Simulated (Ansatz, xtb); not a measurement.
**Isomers of C6H2O2S in order of energy**

4 gas-phase structures of C6H2O2S, from a drawn sample of its isomers (lower ones may exist). Each was relaxed with GFN2-xTB:

A. `C#CC1=C(S)C(=O)C1=O`, a singlet
B. `C#CC1=CC(=O)OC1=S`, a singlet
C. `C#CC(=S)C#CC(=O)O`, a singlet
D. `C#CC#CC(=S)OC=O`, a singlet

**Question.** Which do you expect lowest at r2SCAN-D4/def2-SVP//GFN2-xTB, and how would the others follow?

**Answer.** Calculated order at r2SCAN-D4/def2-SVP//GFN2-xTB: B (0.000), A (0.956), C (1.896), D (1.988) eV.

Energies above the lowest of each column, in eV; the last columns are at r2SCAN-D4/def2-SVP geometries and were run for some of them only (a dash: not run or not comparable):

| structure | GFN2-xTB | HF/STO-3G | r2SCAN-D4/def2-SVP//GFN2-xTB | r2SCAN-D4/def2-SVP | CCSD(T)/def2-SVP |
| --- | --- | --- | --- | --- | --- |
| B | 0.000 | 0.000 | 0.000 | 0.000 | 0.000 |
| A | 1.465 | 1.228 | 0.956 | 0.944 | 0.974 |
| C | 1.731 | 2.749 | 1.896 | – | – |
| D | 1.666 | 2.573 | 1.988 | – | – |

Every level run on B puts it lowest or level with the lowest. Flexible structures stand in one conformer each, not always the lowest. Frequencies (GFN2-xTB) were run for A, B alone.

Over these structures GFN2-xTB departs from r2SCAN-D4/def2-SVP//GFN2-xTB by 0.252 eV on average once a common shift is removed. A GFN2-xTB relaxation took about 0.12 s and the r2SCAN-D4/def2-SVP//GFN2-xTB energy about 1.9 s on a shared host (Ansatz 0.2.0, xtb 6.7.1).
